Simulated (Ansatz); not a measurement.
Reaction (cleavage of the Ga–Si bond): `[NH2][Ga]([SH])[SiH2]F` + H–F → `[NH2][Ga]([F])[SH]` + `F[SiH3]`

Program: Ansatz. Geometries: PBE0-D4/def2-TZVP. ΔE: electronic, gas phase. CCSD(T)/CBS is the MP2 limit (def2-TZVPP, def2-QZVPP) plus CCSD(T) − MP2 in def2-TZVPP, frozen cores. This one scheme is used for every species. DFT in def2-TZVPP. B3LYP here is the variant with VWN-RPA as its local correlation; programs differ in this. For Ga outer-core shells are correlated without core-valence functions, which leaves a few kJ/mol of doubt a bond. Scalar relativity is left out up to krypton. Each species was taken in one conformer, which may not be the lowest.

`[NH2][Ga]([SH])[SiH2]F`:

```xyz
10

N    -0.783    1.553    0.737
Ga    0.042   -0.043    0.504
S     0.681   -1.133    2.319
Si    0.431   -0.952   -1.686
F    -0.123    0.087   -2.785
H    -0.970    1.982    1.626
H    -1.103    2.116   -0.033
H     0.225   -0.202    3.173
H     1.876   -1.166   -1.961
H    -0.276   -2.243   -1.895
```

H–F:

Cartesian coordinates in Å:
```
F -0.234 -0.276 -0.284
H 0.234 0.276 0.284
```

`[NH2][Ga]([F])[SH]`:

Z-matrix (Å, degrees):
```
N
Ga 1 1.799
H 1 1.005 2 122.9
H 1 1.006 2 121.0 3 157.4
F 2 1.755 1 116.2 3 -169.1
S 2 2.181 1 127.1 3 13.7
H 6 1.344 2 91.7 1 177.7
```

`F[SiH3]`:

```xyz
5

F     0.341    1.234   -0.891
Si   -0.009   -0.032    0.023
H    -1.483   -0.158    0.100
H     0.566    0.193    1.370
H     0.585   -1.237   -0.602
```

CCSD(T)/CBS gives -16.5 kcal/mol.

(1) Another level gave -15.7 kcal/mol. Which?
A. r2SCAN/def2-TZVPP
B. B2PLYP/def2-TZVPP
C. PBE0/def2-TZVPP
D. B3LYP-D4/def2-TZVPP

Largest T1 diagnostic among the species: 0.013.

## Answers

(1) C. PBE0 -15.7, B2PLYP -19.9, B3LYP-D4 -17.1, r2SCAN -18.3 kcal/mol.

From PBE to PBE0 (25 % exact exchange), in def2-TZVPP and without D4, ΔE moves by −0.9 kcal/mol. In def2-TZVPP, CCSD(T) changes the Hartree–Fock value by +7.2 kcal/mol (the triples alone add +0.8 kcal/mol) and MP2 by +6.3 kcal/mol. The D4 term adds +2.3 kcal/mol with B3LYP and +1.3 kcal/mol with PBE0; it sums over pairs of atoms, weighted by their polarisabilities, and B3LYP, whose exchange is more repulsive, gets the larger term.
